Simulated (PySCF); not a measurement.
**Computed vibrations of [Nd(NH2)3]−**

[Nd(NH2)3]− (singlet in the valence; each metal's 4f electrons, 4 of them, lie in its core potential, out of spins and levels). PySCF 2.14.0, RKS PBE0, Nd lcecp-0-SVP with ECP50, N def2-SVP, H def2-SVP; non-relativistic Hamiltonian with scalar-relativistic core potentials where named; density fitting; no spin-orbit coupling. Central differences of gradients.

```xyz
10

Nd    0.0000    0.0000    0.0000
N     2.4966    0.0000    0.0000
H     3.1397    0.0000    0.7990
H     3.1397    0.0000   -0.7990
N    -1.2483    2.1622    0.0000
H    -1.5698    2.7191    0.7990
H    -1.5698    2.7191   -0.7990
N    -1.2484   -2.1621    0.0000
H    -1.5699   -2.7190    0.7990
H    -1.5699   -2.7190   -0.7990
```

Run from Python with OMP_NUM_THREADS=2. Where DIIS fails, smearing, a level shift and second-order steps follow.
It took 40 s on 2 threads of Intel(R) Xeon(R) Platinum 8488C (Sapphire Rapids) (shared host).

Task: What are the harmonic wavenumbers and infrared intensities?

Result: Modes are labelled in D3h; negative numbers are unstable modes, those under 60 cm⁻¹ near the noise; a finer grid moves soft modes by up to 10 cm⁻¹.
```csv
cm⁻¹,km/mol,symmetry
-320,–,e''
-320,–,e''
-285,–,a1''
46,46.4,a2''
89,2.2,e'
89,2.2,e'
214,0.0,e''
214,0.0,e''
234,176.3,a2''
244,0.0,a2'
292,233.3,e'
292,233.3,e'
352,107.3,e'
352,107.3,e'
377,0.0,a1'
1531,0.7,e'
1531,0.7,e'
1535,0.0,a1'
3452,74.5,e'
3452,74.5,e'
3454,0.0,a1'
3528,0.0,e''
3528,0.0,e''
3529,90.5,a2''
```

Task: Is this a minimum?

Result: No: 3 unstable; the lowest moves the atoms so:
```
Nd   0.00  0.00  0.00
N    0.00  0.00 -0.02
H   -0.02  0.46  0.00
H    0.02 -0.46  0.00
N    0.00  0.00  0.03
H   -0.07  0.00  0.00
H    0.07  0.00  0.00
N    0.00  0.00 -0.01
H   -0.45  0.28  0.00
H    0.45 -0.28  0.00
```

An lcecp potential fixes the number of 4f electrons, so in runs with it no electron can move into or out of that shell; real Nd(II) is rare or takes another configuration.
